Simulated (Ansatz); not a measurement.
Basis-set series for `[F][Al@H-]1[SH+][Al@@H-]([F])[SH+]1`. The species carries charge 0 and has multiplicity 1. Geometry: relaxed with PBE0-D4/def2-TZVP.

| functional | basis | functions | energy (Eh) | HOMO (eV) | LUMO (eV) |
| --- | --- | --- | --- | --- | --- |
| PBE0-D4 | def2-TZVPP | 286 | -1483.06810 | -8.74 | -1.09 |
| PBE0-D4 | def2-QZVPP | 514 | -1483.11909 | -8.75 | -1.17 |
| ωB97M-V | def2-TZVPP | 286 | -1483.63288 | -10.87 | 0.70 |
| ωB97M-V | def2-QZVPP | 514 | -1483.68103 | -10.89 | 0.47 |

Question: Give the rows for def2-SVP. (An estimate is asked.)

Answer: Ansatz gave: 
```
functional     basis  functions  energy (Eh)  HOMO (eV)  LUMO (eV)
   PBE0-D4  def2-SVP        120  -1482.36592      -8.75      -0.75
   ωB97M-V  def2-SVP        120  -1482.93019     -10.85       1.10
```

Positive LUMOs are unbound and depend on the basis.
